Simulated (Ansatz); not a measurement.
## A barrier at the coupled-cluster level

Start structure (TiH2Cl4, singlet), relaxed at PBE0-D4/def2-TZVP:

Ti1  (-1.177, 0.381, -0.154)
Cl2  (-0.615, -1.652, 0.315)
Cl3  (-1.960, 0.467, -2.167)
Cl4  (-2.688, 1.052, 1.238)
Cl5  (0.563, 1.658, -0.002)
H6  (3.191, -1.227, 0.408)
H7  (2.687, -0.678, 0.362)
(Å)

The step: TiCl₄ ([Cl][Ti]([Cl])([Cl])[Cl]) + H₂ → TiHCl₃ ([Cl][TiH]([Cl])[Cl]) + HCl; bonds formed: Ti1–H7, Cl2–H6; bonds broken: Ti1–Cl2, H6–H7. Program: Ansatz 0.2.0. Basis: def2-TZVPP and def2-QZVPP. Cores are frozen in the correlated methods. Extrapolation: Hartree–Fock as exp(−7.88 √X), correlation as X^−2.97. Energies below are by CCSD(T) at an estimated basis limit (MP2 extrapolated from triple and quadruple zeta, plus CCSD(T) − MP2 in triple zeta).

**Question.** What are the electronic barrier and the energy of the step, from the start structure to the end structure? (An estimate is asked for; the value comes from the calculation.)

**Answer.** Computed: Barrier 1.815 eV; step energy 1.618 eV (uphill); reverse barrier, their difference, 0.197 eV. Barrier and step energy count from the start structure, the reverse barrier from the end structure.

The saddle point: One imaginary mode of 201i cm⁻¹.
```tsv
pair	start (Å)	saddle (Å)	end (Å)
Ti1–H7	4.04	1.73	1.66
Cl2–H6	3.83	1.36	1.28
Ti1–Cl2	2.16	2.78	3.75
H6–H7	0.75	1.33	2.71
```

Zero-point energy (harmonic, PBE0-D4): ZPE is 0.454 eV at the start and 0.503 eV at the saddle, so the barrier goes from 1.815 to 1.864 eV.

T1 diagnostic: at most 0.025. The restricted Hartree–Fock reference is unstable towards an unrestricted one at one or more of these structures.

Labels in which every atom is bracketed show which atoms are joined, not bond orders.

For scale, one of the runs: CCSD(T)/def2-TZVPP, 260 basis functions, launched by `ansatz run in.yaml --threads 8 --pin off --events-out ev --progress --plain --max-ram 19148MiB`. The run took 3.9 min on 8 CPU threads of an Intel Xeon (shared host), with 5.8 GiB of host memory at its peak.
